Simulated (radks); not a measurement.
Values are calculated unless marked as measured or tabulated.
The table gives one normalised radial function P(r) = r R(r) of S15+ in 4d1 (r in bohr). Code: a radial shooting solver on a logarithmic mesh with Libxc functionals. Model: scalar-relativistic Kohn-Sham, PBE, spin-polarised, spherical densities, finite nucleus; open shells are filled with parallel spins first; Fermi nuclear charge, rms radius 3.2611 fm.

r,P
0.006225,0.0000
0.006963,0.0000
0.007788,0.0001
0.008711,0.0001
0.009822,0.0001
0.01099,0.0001
0.01229,0.0002
0.01385,0.0003
0.0155,0.0004
0.01733,0.0006
0.01939,0.0008
0.02186,0.0011
0.02445,0.0015
0.02735,0.0021
0.03059,0.0028
0.03449,0.0040
0.03858,0.0054
0.04315,0.0074
0.04826,0.0100
0.05441,0.0139
0.06086,0.0188
0.06808,0.0253
0.07676,0.0345
0.08585,0.0459
0.09603,0.0607
0.1074,0.0797
0.1211,0.1058
0.1355,0.1365
0.1515,0.1744
0.1695,0.2202
0.1911,0.2788
0.2137,0.3420
0.239,0.4124
0.2695,0.4924
0.3015,0.5660
0.3372,0.6312
0.3771,0.6786
0.4252,0.6961
0.4756,0.6692
0.532,0.5903
0.595,0.4526
0.6709,0.2392
0.7504,-0.0110
0.8394,-0.2891
0.9388,-0.5649
1.059,-0.8192
1.184,-0.9760
1.324,-1.0288
1.493,-0.9636
1.67,-0.8145
1.868,-0.6219
2.089,-0.4269
2.356,-0.2508
2.635,-0.1337
2.947,-0.0619
3.297,-0.0245
3.717,-0.0075
4.157,-0.0021

Which n and l does it have? It may be an empty orbital.

Answer. n = 4, l = 2: the number of nodes gives n - l - 1 = 1, the rise at small r (about r^(l+1)) gives l, and the extent must fit the shell. The curve is that of 4d up; the table hardly tells the two spins apart. 4d up: eigenvalue -212.82 eV, 1 radial node at r = 0.747 bohr, <r> = 1.31 bohr, 90 % of the charge inside 1.88 bohr.
